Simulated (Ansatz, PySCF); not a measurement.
Dimer: disiloxane (SMILES [SiH3]O[SiH3]) (first 9 atoms) with hydrogen (SMILES [H][H]); geometry from B3LYP-D3(BJ)/def2-TZVP.
(charge 0, multiplicity 1):
```xyz
11

Si    -0.6466    -1.2714    -0.3350
O     -0.0073     0.0448     0.4032
Si     0.9583     1.3640     0.2865
H     -1.6257    -1.8860     0.5850
H     -1.3225    -0.8710    -1.5914
H      0.4232    -2.2463    -0.6504
H      2.3642     0.9475     0.0746
H      0.8492     2.1280     1.5466
H      0.5271     2.2097    -0.8514
H     -0.6521    -0.1716     2.9717
H     -0.7889    -0.2665     3.6975
```

Basis-set superposition error: the interaction energy with monomers in their own basis, and in the dimer's basis (counterpoise).

Programs: Ansatz (Gaussian basis) for Hartree–Fock, density functionals and correlated methods; PySCF for 6-31G* rows. Each number belongs to the level named beside it.

| level | uncorrected (kJ/mol) | counterpoise (kJ/mol) | difference |
|---|---|---|---|
| HF/aug-cc-pV(D+d)Z | 0.8 | 1.6 | 0.8 |
| BLYP/def2-TZVPPD | 2.0 | 2.2 | 0.2 |
| B97M-V/def2-TZVPPD | -2.5 | -2.4 | 0.1 |
| B3LYP/6-31G* | -0.5 | 1.0 | 1.5 |
| B3LYP/def2-TZVPPD | 0.7 | 0.9 | 0.2 |
| CAM-B3LYP/def2-TZVPPD | -0.9 | -0.7 | 0.2 |
| wB97X-V/def2-TZVPPD | -2.7 | -2.6 | 0.1 |
| MP2/6-31G* | -1.7 | 0.5 | 2.1 |
| SCS-MP2/aug-cc-pV(T+d)Z | -2.3 | -1.2 | 1.1 |
| CCSD(T)/aug-cc-pV(D+d)Z | -3.9 | -1.7 | 2.1 |

The error is largest for MP2/6-31G* (2.1 kJ/mol) and smallest for wB97X-V/def2-TZVPPD (0.1 kJ/mol).

Ansatz is a first-principles code.
